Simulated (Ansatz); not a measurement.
Ligand exchange: C2ClF3 + InH2I → C2F3I + InH2Cl

Species: C2ClF3 (chlorotrifluoroethylene) `FC(F)=C(F)Cl`, singlet; InH2I `[InH2][I]`, singlet; C2F3I (trifluoroiodoethylene) `FC(F)=C(F)I`, singlet; InH2Cl `[Cl][InH2]`, singlet. The partners trade Cl for I: C–Cl and In–I bonds give way to C–I and In–Cl.

Shapes, held fixed at every level: PBE0-D4/def2-TZVP. Programs: Ansatz 0.2.0. The zero-point and thermal change to 298 K, harmonic and unscaled (PBE0-D4/def2-TZVP), is -1.0 kJ/mol.

Problem. Estimate ΔH(298 K) of this reaction.

Solution. The highest level, CCSD(T)/def2-TZVPP, gives ΔH(298 K) = +9.0 kJ/mol; the levels span +9.0 to +26.8. The column of differences is taken from that level and isn't an error. No measured value is set beside it here. For atoms past krypton def2 sets carry core potentials with scalar relativity. Outer-core shells of I, In are correlated in most correlated rows, in sets that cover them unevenly.

```json
{"level": "PBE-D4/def2-TZVPP", "kind": "GGA", "ΔH(298 K) (kJ/mol)": "+13.9", "less CCSD(T)/def2-TZVPP": "+4.9"}
{"level": "BHLYP-D4/def2-TZVPP", "kind": "global hybrid", "ΔH(298 K) (kJ/mol)": "+15.2", "less CCSD(T)/def2-TZVPP": "+6.2"}
{"level": "PBE0-D4/def2-TZVPP", "kind": "global hybrid", "ΔH(298 K) (kJ/mol)": "+18.0", "less CCSD(T)/def2-TZVPP": "+9.0"}
{"level": "wB97M-V/def2-TZVPP", "kind": "range-separated hybrid", "ΔH(298 K) (kJ/mol)": "+12.4", "less CCSD(T)/def2-TZVPP": "+3.4"}
{"level": "B2PLYP/def2-TZVPP", "kind": "double hybrid", "ΔH(298 K) (kJ/mol)": "+11.7", "less CCSD(T)/def2-TZVPP": "+2.7"}
{"level": "MP2/def2-SVP", "kind": "perturbation theory", "ΔH(298 K) (kJ/mol)": "+26.8", "less CCSD(T)/def2-TZVPP": "+17.8"}
{"level": "CCSD(T)/def2-SVP", "kind": "coupled cluster or CI", "ΔH(298 K) (kJ/mol)": "+25.8", "less CCSD(T)/def2-TZVPP": "+16.8"}
{"level": "CCSD(T)/def2-TZVPP", "kind": "coupled cluster or CI", "ΔH(298 K) (kJ/mol)": "+9.0", "less CCSD(T)/def2-TZVPP": "0.0"}
```
